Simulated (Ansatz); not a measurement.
C$_{2}$H$_{3}$B$_{2}$Br, SMILES `BrBB1C=C1`. Charge 0, multiplicity 1. Geometry: relaxed with PBE0-D4/def2-TZVP. It is one conformer, not always the lowest.

```xyz
8

Br    0.438    1.218   -2.730
B     0.565   -0.266   -1.529
B     0.028   -0.089    0.007
C     0.197    0.262    1.435
C    -1.012   -0.145    1.059
H     1.044   -1.254   -1.995
H     0.744    0.600    2.304
H    -2.004   -0.326    1.448
```

**Question.** What is the dipole moment at PBE/def2-TZVPP? (An estimate is asked.)

**Answer.** Computed: 2.31 D, with components (-0.59, -0.30, 2.21) D in this frame, pointing from negative to positive charge.

**Question.** And with r2SCAN, B3LYP, ωB97M-V? (An estimate is asked.)

**Answer.** Computed: r2SCAN 2.39 D, B3LYP 2.26 D, ωB97M-V 2.25 D.

**Question.** Give the Mulliken charges with PBE, ωB97M-V, B3LYP in def2-TZVPP. (Estimate.)

**Answer.** Computed: 
| atom | PBE | ωB97M-V | B3LYP |
| --- | --- | --- | --- |
| Br1 | -0.07 | -0.07 | -0.09 |
| B2 | 0.08 | -0.11 | 0.02 |
| B3 | -0.27 | -0.10 | -0.17 |
| C4 | -0.03 | -0.07 | -0.07 |
| C5 | -0.03 | -0.07 | -0.07 |
| H6 | 0.04 | 0.11 | 0.06 |
| H7 | 0.14 | 0.16 | 0.16 |
| H8 | 0.14 | 0.16 | 0.16 |

B3LYP here is the variant with VWN-RPA as its local correlation; programs differ in this.
